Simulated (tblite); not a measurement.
Compound: C₃H₈ClPSi.
Atom-mapped SMILES: `[PH2:1][SiH2:2][CH2:3]/[CH:4]=[CH:5]\[Cl:6]` (hydrogens: H7, H8 on P1; H9, H10 on Si2; H11, H12 on C3; H13 on C4; H14 on C5)

Computed geometry: GFN2-xTB, gas phase.

Problem. List the bond lengths, angles and torsions at this level.

Solution. 
| bond | length (bohr) | order |
| --- | --- | --- |
| P1–Si2 | 4.225 | single |
| Si2–C3 | 3.630 | single |
| C3–C4 | 2.803 | single |
| C4=C5 | 2.503 | double |
| C5–Cl6 | 3.257 | single |
| P1–H7, P1–H8 | 2.618 | single |
| Si2–H9, Si2–H10 | 2.775 | single |
| C3–H11, C3–H12 | 2.058 | single |
| C4–H13 | 2.042 | single |
| C5–H14 | 2.035 | single |

Bonds in one row agree within 0.02 bohr and their mean is given. Orders are formal, as drawn. A selection of angles:
| angle | degrees |
| --- | --- |
| Si2–P1–H7 | 93.5 |
| Si2–P1–H8 | 96.2 |
| H7–P1–H8 | 92.1 |
| P1–Si2–C3 | 107.9 |
| P1–Si2–H9 | 115.4 |
| P1–Si2–H10 | 107.1 |
| C3–Si2–H9 | 108.1 |
| C3–Si2–H10 | 109.1 |
| H9–Si2–H10 | 109.2 |
| Si2–C3–C4 | 110.4 |
| Si2–C3–H11 | 109.3 |
| C4–C3–H11 | 110.3 |
| H11–C3–H12 | 108.0 |
| C3–C4–C5 | 124.6 |
| C3–C4–H13 | 117.3 |
| C5–C4–H13 | 118.0 |
| C4–C5–Cl6 | 121.9 |
| C4–C5–H14 | 124.5 |
| Cl6–C5–H14 | 113.6 |

Torsions: P1–Si2–C3–C4 49° (synclinal); Si2–C3–C4–C5 -84° (synclinal); C3–C4–C5–Cl6 0° (synperiplanar). The mirror-image conformer, all signs reversed, is as good.

P1 (three-coordinate phosphorus) is pyramidal (angles 96.2°, 93.5° and 92.1°, sum 281.7°, 0.84 Å off the plane of its three neighbours). Si2 (SiH2 silicon) is distorted tetrahedral (angles from 107.1° to 115.4°). Of the pairs four or more bonds apart, P1···Cl6 is among the closest relative to their van der Waals radii: 3.07 Å, 86 % of the sum of Bondi's values. The C–C distances run from 1.324 Å (C4=C5, drawn double) to 1.483 Å (C3–C4, drawn single), a spread of 0.159 Å.

Point group: C1 (no symmetry element, even within 0.4 Å). Its GFN2-xTB frequencies are all real (lowest 40 cm⁻¹). One conformer, not necessarily the lowest (H–P1–Si2–C3 -179° and 88°, P1–Si2–C3–C4 49°, Si2–C3–C4–C5 -84°). 3 starts were optimised and ended at 0.00, 1.19 and 1.65 kcal/mol (GFN2-xTB); the lowest of these is shown.

On one thread, Intel Xeon at 2.50 GHz (x86_64), no GPU, shared host with 64 logical CPUs at a one-minute load of 54, this took 2.0 s. That covers the optimisation of the geometry.
